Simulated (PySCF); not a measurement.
Si(AsH2)(F)3 (AsF3H2Si), SMILES F[Si](F)(F)[AsH2].

Coordinates come from a B3LYP-D3(BJ)/def2-SVP optimisation.

Two levels are set side by side: TDDFT-PBE/def2-SVPD (PySCF) and TDDFT-M06-2X/def2-SVPD (PySCF). Vertical, same geometry. The lowest singlet is HOMO→LUMO+2 64 %, HOMO→LUMO 35 % with PBE and HOMO→LUMO+1 96 % with the other functional; states are paired by order. Differences are taken from unrounded values.

```tsv
quantity	TDDFT-M06-2X	TDDFT-PBE	TDDFT-PBE minus TDDFT-M06-2X
lowest singlet excitation (eV)	6.77	6.51	-0.26
lowest triplet excitation (TDA) (eV)	5.92	5.64	-0.27
first bright state (f over 0.05) (eV)	7.15	6.51	-0.64
its oscillator strength	0.07	0.11	0.04
```

A lower first singlet is the usual sign of a functional without exact exchange. Differences between two approximate levels are no errors against the true value.

Rough cost on one machine, each run with all the roots and properties that it gave: TDDFT-M06-2X against TDDFT-PBE about 10 times.
